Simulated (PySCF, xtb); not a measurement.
Ge(F)3(OSiH3) (F3GeH3OSi), SMILES [F][Ge]([F])([F])[O][SiH3].

GFN2-xTB (xtb) at its own geometry gives an orbital gap of 5.77 eV and a dipole moment of 3.76 D.

Coordinates come from a r2SCAN-D4/def2-SVP optimisation. One conformer was computed; it need not be the lowest.

**Question.** What does PBE/def2-TZVP in PySCF give? (An estimate is asked for; the answer gives what the named calculation found.)

**Answer.** gap 5.62 eV (levels -8.18 and -2.56 eV), dipole 2.06 D.
